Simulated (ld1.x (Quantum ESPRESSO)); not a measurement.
## Which change was made? (In, RRKJ)

```
Element                 : In (Z = 49)
Generator               : ld1.x (Quantum ESPRESSO) 7.5
Type                    : norm-conserving RRKJ (Kleinman–Bylander form)
Functional              : PBE
Relativity              : scalar-relativistic
Frozen core             : [Kr] 4d10
Valence charge          : 3
Reference configuration : 5s2 5p0 (charge +1)
Partial waves           : 5p (bound, empty): rc 2.75 bohr; 5s (bound): rc 1.95 bohr
Local potential         : the s channel
Core correction         : none
```

Cutoffs, loose and tight: the cutoffs (Ry, on a coarse ladder) from which the occupation-weighted sum of valence levels, in a spherical-Bessel basis at the reference potential, stays within 10 and 1 mRy of its value at 400 Ry. They do not see the model core or the augmentation charge, which bear on the density cutoff. Test errors are all-electron minus pseudo excitation energies from the reference, over the configurations 5s2 5p1; 5s1 5p0; 5s2 5p0.5; 5s0 5p3; 5s1 5p2; 5s1 5p1; 5s2 5p1.3; variants that change the core or the reference have their own tests.

The base gives: outcome: generated; cutoff, loose: 18 Ry; cutoff, tight: 30 Ry; bound ghosts: none; largest test error (meV): +230.

**Question.** After one change the result is: outcome: generated; cutoff, loose: 100 Ry; cutoff, tight: 180 Ry; bound ghosts: s (extra level of the local part); largest test error (meV): +283. Which change was it?
A. wave 5s (bound): rc 1.95 bohr becomes 5s (bound): rc 2.78 bohr
B. wave 5s (bound): rc 1.95 bohr becomes 5s (bound): rc 1.80 bohr
C. wave 5s (bound): rc 1.95 bohr becomes 5s (bound): rc 1.42 bohr
D. wave 5s (bound): rc 1.95 bohr becomes 5s (bound): rc 1.30 bohr
E. wave 5s (bound): rc 1.95 bohr becomes 5s (bound): rc 2.52 bohr

**Answer.** C. The others give: wave 5s (bound): rc 1.95 bohr becomes 5s (bound): rc 1.30 bohr → outcome: generated, misses its reference levels by 0.18 eV; bound ghosts: p; largest test error (meV): +275 | wave 5s (bound): rc 1.95 bohr becomes 5s (bound): rc 2.78 bohr → outcome: generated; cutoff, loose: 8 Ry; cutoff, tight: 18 Ry; bound ghosts: none; largest test error (meV): +243 | wave 5s (bound): rc 1.95 bohr becomes 5s (bound): rc 2.52 bohr → outcome: generated; cutoff, loose: 12 Ry; cutoff, tight: 21 Ry; bound ghosts: none; largest test error (meV): +240 | wave 5s (bound): rc 1.95 bohr becomes 5s (bound): rc 1.80 bohr → outcome: generated; cutoff, loose: 21 Ry; cutoff, tight: 50 Ry; bound ghosts: none; largest test error (meV): +236.
